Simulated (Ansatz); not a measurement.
Q: Name a neutral molecule of C, Cl, F, O, Ta and H with HOMO–LUMO gap (PBE0/def2-TZVPP) between 6.90 and 7.20 eV and size of the dipole moment (PBE/def2-TZVPP) between 3.20 and 3.50 D (Ansatz, PBE0-D4/def2-TZVP geometry).

A: `C[O][Ta]([F])([Cl])([Cl])[O]C` (6.99 eV, 3.49 D). Other molecules can fit too; these were computed, each in one conformer that needn't be the lowest.
